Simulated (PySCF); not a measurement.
Assignment exercise: C10H24O2Si3

Bonds: Si1-C2, Si1-C7, Si1-O12, Si1-O26, C2-C3, C7-C8, O12-Si13, Si13-C14, Si13-C15, Si13-C16, O26-Si27, Si27-C28, Si27-C29, Si27-C30. C2 carries H4; C3 carries H5, H6; C7 carries H9; C8 carries H10, H11; C14 carries H17, H18, H19; C15 carries H20, H21, H22; C16 carries H23, H24, H25; C28 carries H31, H32, H33; C29 carries H34, H35, H36; C30 carries H37, H38, H39.

PySCF 2.14 calculation with NMR shieldings at PBE0/pcSseg-1/GIAO and PBE0-D3(BJ)/def2-SVP structure; in vacuum, one conformer, fast rotation and ring inversion assumed for equivalent nuclei, relativity neglected.

Shifts are taken against calculated references (same method and geometry level): TMS for 13C (σref 184.41), 1H (σref 31.27).

**Question.** Assign these signals to the numbered atoms. 13C{1H} NMR (computed): δ 145.3 (CH2), 144.2 (CH), 2.5 (CH3).

**Answer.** 
```tsv
δ (ppm)	atoms	environment	reason
145.3	C3/C8	carbon bonded to C, 2 H	–
144.2	C2/C7	carbon bonded to C, Si, H	–
2.5	C14/C15/C16/C28/C29/C30	carbon bonded to Si, 3 H	–
```

C3/C8 and C2/C7 lie closer than the usual error of such a calculation, so a measured spectrum could show them in the other order.

**Question.** Assign these signals to the numbered atoms. 1H NMR (300 MHz, computed): δ 6.28 (m, 4H), 6.27 (m, 2H), 0.19 (s, 18H).

**Answer.** 
```tsv
δ (ppm)	atoms	environment	reason
6.28	H5/H6/H10/H11	hydrogen on a carbon bonded to C	–
6.27	H4/H9	hydrogen on a carbon bonded to C, Si	–
0.19	H17/H18/H19/H20/H21/H22/H23/H24/H25/H31/H32/H33/H34/H35/H36/H37/H38/H39	hydrogen on a carbon bonded to Si	–
```

H5/H6/H10/H11 and H4/H9 lie closer than the usual error of such a calculation, so a measured spectrum could show them in the other order.

Shifts are as computed. Against solution values, carbons near 30 ppm lie about +2 ppm off and those near 130 ppm about +5 ppm (rms about the fit 1.9 ppm; single classes can miss by 10 ppm). Of 1328 compounds with measured shifts, 309 miss one by over three times the rms of a fit or turn the order of signals round; such compounds aren't used in these exercises. Signals without a measured value on file couldn't be tested in this way; 1H shifts scatter by 0.2 ppm about their fit, and single ones miss by 0.5 ppm. No couplings were computed; multiplicities are counted from neighbouring protons, with m where these are inequivalent, close in shift, in a saturated or five-membered ring or joined by F or P, and br s for small geminal =CH2 splittings.
